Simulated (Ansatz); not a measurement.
BClH2Sn: where a starting geometry ends

The starting geometry of this gas-phase singlet was optimised with GFN2-xTB.

```yaml
atoms:
  - { symbol: B, position_ang: [-0.6470, -0.1639, -0.3999] }
  - { symbol: Cl, position_ang: [0.1629, -1.6810, -0.5695] }
  - { symbol: Sn, position_ang: [0.7070, -0.0073, 1.4503] }
  - { symbol: H, position_ang: [1.9162, 0.8294, 0.4073] }
  - { symbol: H, position_ang: [-1.4460, 0.0806, -1.2194] }
```

Problem. Where would you expect an optimisation with PBE0-D3(BJ)/def2-SVP to take it?

Solution. A bond breaks, leaving `Cl[BH][SnH]`. Contacts that open: Cl2–Sn3 (2.68 → 3.44 Å).

The energy falls by 0.31 eV over 12 steps:

| step | E − E(last) (eV) |
| --- | --- |
| 1 | 0.307 |
| 2 | 0.054 |
| 3 | 0.030 |
| 5 | 0.008 |
| 6 | 0.002 |
| 7 | 0.001 |
| 8 | 0.000 |
| 10 | 0.000 |
| 11 | 0.000 |
| 12 | 0.000 |

Final geometry (Å):

```xyz
5

B    -0.4586   -0.3856   -0.3627
Cl   -0.0627   -2.0130   -0.9146
Sn    0.6291    0.2979    1.5327
H     1.8709    0.9562    0.4359
H    -1.2854    0.2022   -1.0224
```

The end wasn't checked by frequencies. Atoms past krypton carry core potentials, without spin–orbit terms. Run with Ansatz 0.2.0, 69 s on 1 thread of Intel(R) Xeon(R) Processor @ 2.50GHz (Skylake/Cascade Lake), with other jobs on the host.
